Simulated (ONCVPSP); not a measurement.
zirconium (Zr) ONCV: all-electron and pseudo phase curves

zirconium, optimised norm-conserving Vanderbilt (ONCV), made with ONCVPSP 4.0.1 (PBE, scalar-relativistic). Core [Ar] 3d10 4s2, reference 4p6 4d2 5s1.75 5p0.25. Waves: 5s: rc 3.45 bohr, ncon 4, nbas 8, qcut 1.7 1/bohr, 1 projector; 4p+5p: rc 2.40 bohr, ncon 4, nbas 9, qcut 7 1/bohr, 2 projectors; 4d: rc 2.00 bohr, ncon 4, nbas 7, qcut 4.6 1/bohr, 2 projectors, debl 0.8 Ha. Local part: polynomial inside 1.90 bohr (lpopt 5, dvloc0 1 Ha). Core correction: Teter function, fcfact 5.25, rcfact 1.75.

The phase is arctan(r·R′/R) of the radial function R(r), unwrapped; energies in Ha, scanned from -3 to 5 Ha. A pole is an energy at which the radial function vanishes at the test radius. The pseudo phase is shifted by a multiple of π to meet the all-electron one at the reference energy, and phase errors are pseudo minus all-electron; the curves can meet again beyond the range given. Levels narrower than the energy grid can be missing from the lists of poles. Where the grid stepped over a known ghost or core level, its pole and its step of π were put in at the level’s energy.

For each channel, where are the poles, and over which energies does the pseudopotential scatter like the atom?

```json
{"channel": "s", "radius (bohr)": "3.51", "reference energy (Ha)": "-0.17", "poles, all-electron": "-2.02, 0.36, 2.77", "poles, pseudo": "-0.88, 0.34, 1.91, 4.57", "unbroken range about the reference energy with phases within 0.05 rad": "-0.8 to 0.7", "phase error 1 Ha above the reference energy (rad)": "-0.133"}
{"channel": "p", "radius (bohr)": "2.43", "reference energy (Ha)": "-0.06", "poles, all-electron": "-1.06, 2.79", "poles, pseudo": "-1.06, 2.77", "unbroken range about the reference energy with phases within 0.05 rad": "below 4.4", "phase error 1 Ha above the reference energy (rad)": "-0.001"}
{"channel": "d", "radius (bohr)": "2.03", "reference energy (Ha)": "-0.14", "poles, all-electron": "0.83", "poles, pseudo": "0.83", "unbroken range about the reference energy with phases within 0.05 rad": "the whole range", "phase error 1 Ha above the reference energy (rad)": "-0.000"}
```

Note: ghosts flagged at negative energy: s at -24.1 eV; no localised positive-energy state flagged. A true bound ghost makes a file unfit for plane-wave use.

Phases in the d channel:

```json
{"E (Ha)": "-2.98", "all-electron": "1.299", "pseudo": "1.298"}
{"E (Ha)": "-2.76", "all-electron": "1.282", "pseudo": "1.282"}
{"E (Ha)": "-2.54", "all-electron": "1.264", "pseudo": "1.263"}
{"E (Ha)": "-2.32", "all-electron": "1.240", "pseudo": "1.240"}
{"E (Ha)": "-2.10", "all-electron": "1.212", "pseudo": "1.212"}
{"E (Ha)": "-1.88", "all-electron": "1.176", "pseudo": "1.176"}
{"E (Ha)": "-1.66", "all-electron": "1.128", "pseudo": "1.128"}
{"E (Ha)": "-1.44", "all-electron": "1.061", "pseudo": "1.061"}
{"E (Ha)": "-1.22", "all-electron": "0.961", "pseudo": "0.961"}
{"E (Ha)": "-1.00", "all-electron": "0.800", "pseudo": "0.800"}
{"E (Ha)": "-0.78", "all-electron": "0.510", "pseudo": "0.510"}
{"E (Ha)": "-0.56", "all-electron": "-0.005", "pseudo": "-0.005"}
{"E (Ha)": "-0.34", "all-electron": "-0.621", "pseudo": "-0.621"}
{"E (Ha)": "-0.12", "all-electron": "-1.031", "pseudo": "-1.031"}
{"E (Ha)": "0.10", "all-electron": "-1.257", "pseudo": "-1.257"}
{"E (Ha)": "0.32", "all-electron": "-1.392", "pseudo": "-1.392"}
{"E (Ha)": "0.54", "all-electron": "-1.483", "pseudo": "-1.483"}
{"E (Ha)": "0.76", "all-electron": "-1.552", "pseudo": "-1.552"}
{"E (Ha)": "0.98", "all-electron": "-1.609", "pseudo": "-1.609"}
{"E (Ha)": "1.20", "all-electron": "-1.661", "pseudo": "-1.661"}
{"E (Ha)": "1.42", "all-electron": "-1.713", "pseudo": "-1.713"}
{"E (Ha)": "1.64", "all-electron": "-1.769", "pseudo": "-1.769"}
{"E (Ha)": "1.86", "all-electron": "-1.837", "pseudo": "-1.837"}
{"E (Ha)": "2.08", "all-electron": "-1.927", "pseudo": "-1.927"}
{"E (Ha)": "2.30", "all-electron": "-2.059", "pseudo": "-2.060"}
{"E (Ha)": "2.52", "all-electron": "-2.278", "pseudo": "-2.281"}
{"E (Ha)": "2.74", "all-electron": "-2.675", "pseudo": "-2.684"}
{"E (Ha)": "2.96", "all-electron": "-3.287", "pseudo": "-3.301"}
{"E (Ha)": "3.18", "all-electron": "-3.817", "pseudo": "-3.828"}
{"E (Ha)": "3.40", "all-electron": "-4.118", "pseudo": "-4.126"}
{"E (Ha)": "3.62", "all-electron": "-4.286", "pseudo": "-4.291"}
{"E (Ha)": "3.84", "all-electron": "-4.389", "pseudo": "-4.393"}
{"E (Ha)": "4.06", "all-electron": "-4.459", "pseudo": "-4.462"}
{"E (Ha)": "4.28", "all-electron": "-4.509", "pseudo": "-4.512"}
{"E (Ha)": "4.50", "all-electron": "-4.548", "pseudo": "-4.551"}
{"E (Ha)": "4.72", "all-electron": "-4.578", "pseudo": "-4.581"}
{"E (Ha)": "4.94", "all-electron": "-4.604", "pseudo": "-4.606"}
```
